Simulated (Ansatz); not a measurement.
C$_{3}$HN$_{3}$O$_{3}$Si (`O=C=N[SiH](N=C=O)N=C=O`) at its PBE0-D4/def2-TZVP geometry, where that method's forces vanish. Total charge 0; spin multiplicity 1.

| atom | x (Å) | y (Å) | z (Å) |
| --- | --- | --- | --- |
| O1 | -0.242 | 2.925 | 2.506 |
| C2 | -0.362 | 2.026 | 1.781 |
| N3 | -0.489 | 1.101 | 1.038 |
| Si4 | -0.645 | -0.202 | -0.022 |
| N5 | 0.335 | -1.467 | 0.514 |
| C6 | 1.038 | -2.355 | 0.889 |
| O7 | 1.719 | -3.222 | 1.255 |
| N8 | -0.139 | 0.274 | -1.559 |
| C9 | 0.235 | 0.615 | -2.639 |
| O10 | 0.594 | 0.945 | -3.693 |
| H11 | -2.044 | -0.641 | -0.070 |

Problem. For each bond, give half the difference of the two atoms' forces along it (eV/Å; positive pushes the atoms apart) under PBE-D4, r2SCAN-D4, B3LYP-D4, ωB97M-V in def2-TZVPP. (Best estimate.)

Solution. Computed: 
```csv
bond,length (Å),PBE-D4,r2SCAN-D4,B3LYP-D4,ωB97M-V
O1–C2,1.161,0.89,0.33,0.28,0.05
C2–N3,1.193,0.30,0.10,-0.10,-0.01
N3–Si4,1.687,-0.41,-0.17,0.03,0.07
Si4–N5,1.687,-0.41,-0.17,0.03,0.07
Si4–N8,1.687,-0.41,-0.17,0.03,0.07
Si4–H11,1.467,0.02,-0.03,-0.15,-0.26
N5–C6,1.193,0.30,0.10,-0.10,-0.01
C6–O7,1.161,0.89,0.33,0.28,0.05
N8–C9,1.193,0.30,0.10,-0.10,-0.01
C9–O10,1.161,0.89,0.33,0.28,0.05
```

B3LYP here is the variant with VWN-RPA as its local correlation; programs differ in this.
